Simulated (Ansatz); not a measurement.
Ligand exchange: BH2I + C2H6S → BH2(SH) + C2H5I

Species: BH2I `BI`, singlet; C2H6S `CCS`, singlet; BH2(SH), singlet; C2H5I (iodoethane) `CCI`, singlet. The partners trade I for SH: B–I and C–SH bonds give way to B–SH and C–I.

Shapes, held fixed at every level: PBE0-D4/def2-TZVP. Flexible molecules stand in one conformer, not always the lowest. Programs: Ansatz 0.2.0. The zero-point and thermal change to 298 K, harmonic and unscaled (PBE0-D4/def2-TZVP), is +1.4 kJ/mol.

```tsv
level	kind	ΔH(298 K) (kJ/mol)	less CCSD(T)/def2-TZVPP	CPU time (sum over the molecules)
SPW92/def2-TZVPP	LDA	-39.0	-4.2	8.8 s
r2SCAN-D4/def2-TZVPP	meta-GGA	-38.0	-3.2	27 s
B3LYP-D4/def2-TZVPP	global hybrid	-38.3	-3.5	20 s
wB97M-V/def2-TZVPP	range-separated hybrid	-35.5	-0.7	56 s
wB97X-V/def2-TZVPP	range-separated hybrid	-33.7	+1.1	42 s
B2PLYP/def2-TZVPP	double hybrid	-36.6	-1.8	28 s
MP2/def2-SVP	perturbation theory	-36.6	-1.8	–
CCSD(T)/def2-TZVPP	coupled cluster or CI	-34.8	0.0	3.9 min
```

The highest level, CCSD(T)/def2-TZVPP, gives ΔH(298 K) = -34.8 kJ/mol; the levels span -39.0 to -33.7. The column of differences is taken from that level and isn't an error. No measured value is set beside it here. For atoms past krypton def2 sets carry core potentials with scalar relativity. Correlated rows may include outer-core shells of I, which these sets cover unevenly. Times are processor times on shared x86 and Arm servers, and rough.
